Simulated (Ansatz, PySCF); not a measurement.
Noncovalent pair: H2O (SMILES O) (first 3 atoms) with CH4S (SMILES CS); geometry from B3LYP-D3(BJ)/def2-TZVP, rigid monomers moved along the line of their centres of mass till O1···H9 is 1.98 Å.
(charge 0, multiplicity 1):
```xyz
9

O     -0.03099     0.48259     0.03750
H     -0.75444     0.09814    -0.46915
H      0.77516     0.20624    -0.41158
C     -0.28587     0.88105     3.98621
S     -0.12624    -0.72494     3.13774
H     -1.19320     1.39831     3.68107
H     -0.34462     0.66594     5.05181
H      0.58199     1.51092     3.80172
H     -0.07339    -0.23790     1.88355
```

Counterpoise-corrected where a basis set is named; no monomer relaxation. Rows marked so take none.

Cores are frozen in the correlated methods. Rows in 6-31G*, STO-3G carry no dispersion term and start afresh at each structure (6-31G* with six Cartesian d functions).

Run with Ansatz (a first-principles code); PySCF for 6-31G* rows, STO-3G rows, the dispersion terms. Each number belongs to the level named beside it.

One of these levels gives -2.5 kJ/mol for the interaction energy. Name it.
A) M06-2X/6-31G* (no counterpoise)
B) HF/STO-3G (no counterpoise)
C) CCSD/aug-cc-pV(D+d)Z
D) r2SCAN-D4/def2-TZVPPD

C, CCSD/aug-cc-pV(D+d)Z. The others give -6.2 (HF/STO-3G (no counterpoise)), -8.1 (r2SCAN-D4/def2-TZVPPD), -15.8 (M06-2X/6-31G* (no counterpoise))
